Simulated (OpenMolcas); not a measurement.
**Zr2+: from CASSCF to CASPT2**

```json
{"Program": "OpenMolcas 26.06", "Basis": "ANO-RCC-VTZP [7s6p4d2f1g]", "Scalar Hamiltonian": "DKH2, point nucleus", "Active space": "2 electrons in 6 orbitals (4d 5s)", "State averaging": "2S+1 = 3 even, 15 roots; 2S+1 = 1 even, 21 roots kept (CI in the orbitals of an earlier block)", "Spin-orbit coupling": "RASSI with atomic mean-field integrals over the reference wave functions, term energies averaged over their components"}
```

Methods on the same reference wave functions:
A. CASSCF
B. SS-CASPT2, IPEA 0.25 Eh, imaginary shift 0.1 Eh (closed shells correlated: 4s 4p)
C. MS-CASPT2, IPEA 0.25 Eh, imaginary shift 0.1 Eh (closed shells correlated: 4s 4p)
D. XMS-CASPT2, IPEA 0.25 Eh, imaginary shift 0.1 Eh (closed shells correlated: 4s 4p)

Energies in cm-1 above 4d2 3F2, the measured ground level; measured values from Moore, Atomic Energy Levels, vol. II, NSRDS-NBS 35 (1971 reprint of NBS Circular 467, 1952); NIST levels as listed in Rynkun, Gaigalas and Jonsson, Astron. Astrophys. 637, A10 (2020).

| Level | A | B | C | D | Measured |
| --- | --- | --- | --- | --- | --- |
| 4d2 3F2 | 0.0 | 0.0 | 0.0 | 0.0 | 0.0 |
| 4d2 3F3 | 685 | 701 | 703 | 701 | 681 |
| 4d2 3F4 | 1512 | 1525 | 1526 | 1524 | 1486 |
| 4d2 1D2 | 7238 | 5550 | 5530 | 5670 | 5742 |
| 4d2 3P0 | 10341 | 8630 | 8630 | 8200 | 8062 |
| 4d2 3P1 | 10599 | 8910 | 8910 | 8480 | 8326 |
| 4d2 3P2 | 11105 | 9410 | 9420 | 9000 | 8838 |
| 4d2 1G4 | 14087 | 11580 | 11590 | 11420 | 11049 |
| 4d 5s 3D1 | 18979 | 18510 | 18510 | 17590 | 18399 |
| 4d 5s 3D2 | 19376 | 18890 | 18890 | 17970 | 18803 |
| 4d 5s 3D3 | 20030 | 19560 | 19560 | 18640 |  |
| 4d 5s 1D2 | 28838 | 24850 | 24880 | 23390 | 25066 |
| 4d2 1S0 | 31143 | 23940 | 23870 | 23860 | 23979 |
| 5s2 1S0 | 56667 | 49780 | 49860 | 44220 | 48507 |

Deviations, from unrounded energies. A percentage is the sum of absolute deviations over the sum of measured energies, with the sign that they share, or ± where signs differ.

```
                        Against measurement  Levels      A     B     C     D
             mean absolute deviation (cm-1)      12   2600   350   370   720
      fine structure of the ground term (%)       2   +1.3  +2.7  +2.9  +2.7
other terms of the ground configuration (%)       6  +28.1  ±3.8  ±3.9  ±1.5
                   other configurations (%)       4  +11.8  ±1.5  ±1.6  -6.9
```

B, C lie about equally close to measurement and A furthest from it. The largest miss of B in the table is 5s2 1S0, by +1300 cm-1. The ranking rests on the paired levels alone, and a cruder setting can come out closer through cancelling errors.

Among B to D the level of the table that moves most is 5s2 1S0, by 5600 cm-1 (lowest in D, highest in C). Moves below CASPT2's spread within the term are not significant.

The mean deviations of B to D differ by less than CASPT2's widest spread within a term (820 cm-1), so their order carries little weight.

From A to B the spin-free energies of the other terms of 4d2 shown, above 3F, scale by factors of 0.73 to 0.83, as is usual when dynamic correlation screens the repulsion within a d or f shell.

The lowest spin-free term lies below A's lowest term by 0.257 hartree in B, 0.257 hartree in C, 0.261 hartree in D.

Term energies are means over components that CASPT2 splits; among the terms shown or strongly mixed into the levels shown the widest spread is 820 cm-1 (4d2 1G, C). Over all roots computed the reference weight is 0.87 to 0.94 in D; the roots of lowest weight are the least certain, and an intruder state may touch them. Terms from blocks run as CI alone lack orbitals of their own. A single d shell beside an s shell can misplace configurations of different d count against each other. Without dynamic correlation excited terms often stand tens of per cent too high (terms of higher spin than the ground term too low), and those without a measured partner can miss by more than the paired ones (holds for A). Computed and measured levels are paired by configuration, term and J; levels that our copy of the source lacks, or whose pairing is in doubt (as where it misses far off the trend of its configuration), stay unpaired and out of the deviations. Only configurations of the active space appear.
